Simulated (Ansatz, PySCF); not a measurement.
Caution: the highest occupied level lies above zero, a sign of self-interaction error and of too few diffuse functions. This triplet is an excited state, 0.52 eV above the relaxed singlet at the level frozen-core CCSD(T)/aug-cc-pVTZ // PBE-D3(BJ)/def2-SVPD (Ansatz, an electronic-structure program).

```xyz
3

B     -0.2902     0.4760     0.0000
Cl     1.4894    -0.1312     0.0000
H     -1.1992    -0.3448     0.0000
```

Charge -1, multiplicity 3.

Q: Give the Mulliken and meta-Löwdin atomic charges from PySCF with PBE-D3(BJ)/def2-TZVPD // PBE-D3(BJ)/def2-SVPD.

A: 
| atom | Mulliken (e) | meta-Löwdin (e) |
|---|---|---|
| B1 | -0.57 | -0.67 |
| Cl2 | -0.41 | -0.30 |
| H3 | -0.02 | -0.03 |
